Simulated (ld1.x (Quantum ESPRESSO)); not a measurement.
**manganese (Mn): excitation energies, all-electron against TM**

Mn, norm-conserving Troullier–Martins (Kleinman–Bylander form), made with ld1.x (Quantum ESPRESSO) 7.5 (LDA (PZ), scalar-relativistic). Core [Ne], reference 3s2 3p6 3d5.5 4s1.5 4p0. Waves: 3p (bound): rc 1.20 bohr; 3d (bound): rc 1.05 bohr; 4f channel at 0.2 Ry: rc 1.20 bohr; 3s (bound): rc 1.25 bohr. Local part: the s channel. Core correction: none.

Occupied shells without a wave of their own: 4s. They enter only through the test configuration that unscreens the potential.

Energies are relative to the spin-unpolarised reference configuration 3s2 3p6 3d5.5 4s1.5 4p0; without spin polarisation the order of configurations can differ from experiment. Spin-polarised rows fill each open shell by Hund’s rule, majority spin first. Not all tests gave a result: 1 of 9 tests not solved or not reliable. Left out of the table: 3s2 3p6 3d5 4s0 4p0 (solver errors, printed error -1.3 eV).

```tsv
valence configuration	charge	ΔE all-electron (eV)	error AE − PS (meV)
3s2 3p6 3d5 4s2 4p0	0	0.505	+263
3s2 3p6 3d5 4s0 4p2	0	8.586	-693
3s2 3p6 3d5 4s1.5 4p0	+0.5	3.970	+3.5
3s2 3p6 3d4 4s2 4p0	+1	13.953	+522
3s2 3p6 3d5.5 4s1.5 4p0 (spin-polarised)	0	-4.108	+467
3s2 3p6 3d5 4s2 4p0 (spin-polarised)	0	-4.549	+822
```

(1) What are ΔE and the potential's error for 3s2 3p5 3d5 4s2 4p0?

(2) What are ΔE and the potential's error for 3s2 3p6 3d5 4s1 4p0?

The potential misses its own reference levels by up to 0.4 eV.

Answers

(1) ΔE = 62.400 eV all-electron; the error (AE − PS) is +565 meV.

(2) ΔE = 9.159 eV all-electron; the error (AE − PS) is -335 meV.

The 4s level has no wave, so the channel is fitted at the deeper level alone: the likely source of the large errors.
